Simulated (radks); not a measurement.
The numbers below are computed, except where a source is named.
Q: Species: Bi II. Configuration: [Hg] 6p2. Level of theory: Dirac Kohn-Sham, PBE, spin-unpolarised, spherical densities, point nucleus; open shells are shared between the two j in proportion to 2j + 1 (a radial shooting solver on a logarithmic mesh with Libxc functionals). Some entries of the table are withheld. Estimate them.

orbital      occ.  eigenvalue (eV)  <r> (bohr)
1s1/2           2        -90530.64     0.01578
2s1/2           2              (1)     0.06575
2p1/2           2        -15617.53     0.05388
2p3/2           4        -13297.33     0.06293
3s1/2           2        -3929.861      0.1710
3p1/2           2        -3641.344      0.1615
3p3/2           4        -3121.827      0.1780
3d3/2           4              (2)      0.1545
3d5/2           6              (3)      0.1595
4s1/2           2        -908.1903      0.3768
4p1/2           2        -782.8168      0.3777
4p3/2           4        -654.7918      0.4124
4d3/2           4              (4)      0.4161
4d5/2           6              (5)      0.4271
5s1/2           2        -165.3829      0.8317
4f5/2           6        -163.2249         (6)
4f7/2           8        -157.7351         (7)
5p1/2           2        -121.9657      0.8855
5p3/2           4         -97.3216      0.9750
5d3/2           4         -36.8839       1.208
5d5/2           6         -33.8779       1.251
6s1/2           2         -22.0409       2.125
6p1/2    0.666667         -13.1315       2.573
6p3/2     1.33333         -10.8243       2.898

A: 
(1) 2s1/2 eigenvalue (eV): -16257.36
(2) 3d3/2 eigenvalue (eV): -2650.275
(3) 3d5/2 eigenvalue (eV): -2540.170
(4) 4d3/2 eigenvalue (eV): -451.2369
(5) 4d5/2 eigenvalue (eV): -427.3490
(6) 4f5/2 <r> (bohr): 0.4381
(7) 4f7/2 <r> (bohr): 0.4442
